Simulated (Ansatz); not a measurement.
CH₅BFNSi, relaxed with RKS PBE0-D4/def2-TZVP in Ansatz 0.2.0 from a PBE-D4/def2-SVP geometry. The force threshold is 0.005 eV/Å; the program also tests the step.

Charge 0, multiplicity 1. The bonds changed during the relaxation, so this is another structure than the one it started from.

Start:

```xyz
10

B    -0.819   -0.560    0.777
C     0.493   -0.962   -0.037
F     1.136   -2.120   -0.100
N     0.965    0.052   -0.730
Si   -0.383    1.226   -0.115
H    -1.819   -1.137    0.357
H    -0.683   -0.641    1.993
H     1.801   -0.009   -1.327
H     0.352    2.372    0.534
H    -1.043    1.779   -1.354
```

(1) By how much does the energy fall, and how many steps does the optimiser take? (An estimate is asked.)

(2) Which bonds change most? (An estimate is asked.)

(3) Give the relaxed structure. (An estimate is asked.)

Answers

(1) The calculation gave: 0.05 eV, in 8 steps, 2 of them rejected.

(2) Ansatz gave: N4–Si5 from 1.890 to 1.856 Å; B1–H6 from 1.228 to 1.206 Å; B1–H7 from 1.226 to 1.206 Å; Si5–H10 from 1.509 to 1.489 Å.

(3) Computed: 
```xyz
10

B    -0.823   -0.554    0.772
C     0.483   -0.952   -0.043
F     1.116   -2.101   -0.128
N     0.956    0.055   -0.709
Si   -0.371    1.211   -0.121
H    -1.804   -1.132    0.372
H    -0.658   -0.623    1.965
H     1.785   -0.004   -1.290
H     0.336    2.350    0.529
H    -1.021    1.749   -1.348
```
